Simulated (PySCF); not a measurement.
## What settings do to a single point of [Yb(HCN)]3+

The sound run of [Yb(HCN)]3+ (singlet in the valence; each metal's 4f electrons, 13 of them, lie in its core potential, out of spins and levels) uses PySCF 2.14.0, RKS PBE0, Yb lcecp-1-SVP with ECP59, N def2-SVP, C def2-SVP, H def2-SVP; non-relativistic Hamiltonian with scalar-relativistic core potentials where named; density fitting; no spin-orbit coupling, grid (50, 194), threshold 1e-8 Eh and 55 cycles, at the relaxed geometry:

```xyz
4

Yb    0.0000    0.0000   -0.1981
N     0.0000    0.0000    1.9551
C     0.0000    0.0000    3.1221
H     0.0000    0.0000    4.2403
```

There Yb1 has a Mulliken charge of 2.48 e and the dipole about the centre of mass is 5.52 D. Each run below changes one thing and starts from free metal ions and neutral atoms unless it says otherwise; with 55 cycles, smearing, a level shift and second-order steps follow where DIIS fails, and their cycles count. Energy shifts count from the sound run. On f atoms grids over 110 angular points are at least (60, 302).

| change | outcome | cycles | energy shift (eV) | largest force component (eV/Å) | charge on Yb1 (e) | dipole about the centre of mass (D) |
| --- | --- | --- | --- | --- | --- | --- |
| threshold 0.0001 | converged | 8 | 0.0000 | 0.02 | 2.48 | 5.51 |
| start from a density of up to 30 smeared cycles (not counted) | converged | 6 | 0.0000 | 0.00 | 2.48 | 5.52 |
| cycle limit 3 | not converged | 3 | – | – | – | – |
| grid (99, 590) | converged | 10 | -0.0002 | 0.00 | 2.48 | 5.52 |

How does the run with this change end: charge changed by +4, spin kept, limit 99 cycles?

outcome converged, cycles 42, largest force component (eV/Å) 27.54, charge on Yb1 (e) 3.00, dipole about the centre of mass (D) 47.14.

Unsound on purpose, so not properties of the compound: charge changed by +4, spin kept, limit 99 cycles.

Forces carry noise of the integration grid, about 0.01 to 0.03 eV/Å.

An lcecp potential fixes the number of 4f electrons, so in runs with it no electron can move into or out of that shell.
